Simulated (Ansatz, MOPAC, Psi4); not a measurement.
Molecule: NaOH (charge 0, singlet). SMILES: [OH][Na]
Geometry from a B3LYP-D3(BJ)/def2-TZVP (Ansatz, a first-principles code) optimisation:
```xyz
3

Na     0.0000     0.0000    -0.9172
O      0.0000     0.0000     1.0150
H      0.0000     0.0000     1.9692
```
Charge 0, spin multiplicity 1.

Property: size of the dipole moment, in D. Terms: 6-311+G** with 5d, 6d on Na to Ar in Ansatz; six Cartesian d functions in 6-31G* and its kin unless marked 5d; spin-orbit terms left out; LANL2DZ with its own core potentials from Na on; non-relativistic; PM7 with its own dispersion and hydrogen-bond terms; no dispersion term unless named. First-principles rows: single points at B3LYP-D3(BJ) geometries (Ansatz). Semi-empirical rows: dipoles at the shared geometry.

| level | program | size of the dipole moment (D) |
|---|---|---|
| PM3 | MOPAC | 3.74 |
| PM7 | MOPAC | 5.49 |
| MNDO | MOPAC | 3.67 |
| PBE/LANL2DZ | Ansatz | 5.59 |
| B3LYP/6-31G* | Ansatz | 5.41 |
| B3LYP/cc-pVDZ | Ansatz | 5.91 |
| wB97X-D/6-311+G** | Psi4 | 6.71 |

No value to compare with is used here. The 7 habitual levels span 3.67 (MNDO) to 6.71 D (wB97X-D/6-311+G**).

The levels are drawn from those run, B3LYP/6-31G* more often than the rest, none by its result; runs whose electronic state is in doubt are left out.
